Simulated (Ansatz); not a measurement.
Reaction (formal exchange of groups at a B–C bond): `FCCBS` + `BOCF` → `BOCBS` + `FCCF`

Calculated with Ansatz (gas phase, PBE0-D4/def2-TZVP geometries, no zero-point term in ΔE). CBS: MP2 limit from def2 TZ/QZ plus the TZ coupled-cluster correction, frozen cores. Functionals use def2-TZVPP. B3LYP here is the variant with VWN-RPA as its local correlation; programs differ in this. One conformer a species, not always the lowest.

```csv
level,ΔE (kJ/mol),difference from CCSD(T)/CBS
PBE-D4,25.5,-4.1
B2PLYP,28.9,-0.7
PBE,26.3,-3.3
r2SCAN,28.5,-1.1
PBE0,29.1,-0.5
B3LYP,26.2,-3.4
HF/def2-TZVPP,33.6,4.0
HF/CBS(def2),33.2,3.6
MP2/CBS(def2),31.8,2.2
CCSD/CBS(def2),29.7,0.1
CCSD(T)/CBS,29.6,0
```

Largest T1 diagnostic among the species: 0.015.
